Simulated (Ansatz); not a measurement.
Program: Ansatz. Geometries: PBE0-D4/def2-TZVP. ΔE: electronic, gas phase. CBS: MP2 limit from def2 TZ/QZ plus the TZ coupled-cluster correction, frozen cores. DFT in def2-TZVPP. B3LYP here is the variant with VWN-RPA as its local correlation; programs differ in this. Elements past krypton have def2 core potentials. For In outer-core shells are correlated without core-valence functions, which leaves a few kJ/mol of doubt a bond. One conformer a species, not always the lowest.

Consider the ligand exchange at the In–C bond: `C=C[CH2][InH][F]` + `CC(C)N` → `CC(C)[NH][InH][F]` + `C=CC`.

Task: Is it downhill or uphill in electronic energy at CCSD(T)/CBS, and by how much? (Estimate.)

Result: Ansatz gave: Downhill: ΔE = -7.8 kcal/mol.

Task: What do these levels give: PBE-D4, r2SCAN-D4, B3LYP-D4, ωB97M-V, B2PLYP, PBE, r2SCAN, CCSD(T)/def2-TZVPP, HF/def2-QZVPP, MP2/def2-QZVPP, SCS-MP2/def2-QZVPP, HF/CBS(def2)? (Best estimate.)

Result: Computed: PBE-D4 -5.6, r2SCAN-D4 -6.5, B3LYP-D4 -6.7, ωB97M-V -6.9, B2PLYP -6.9, PBE -5.1, r2SCAN -6.4, CCSD(T)/def2-TZVPP -7.4, HF/def2-QZVPP -7.2, MP2/def2-QZVPP -7.5, SCS-MP2/def2-QZVPP -7.8, HF/CBS(def2) -7.2 kcal/mol.

Largest T1 diagnostic among the species: 0.015.

The D4 term adds −0.8 kcal/mol with B3LYP and −0.4 kcal/mol with PBE0; it sums over pairs of atoms, weighted by their polarisabilities, and B3LYP, whose exchange is more repulsive, gets the larger term.
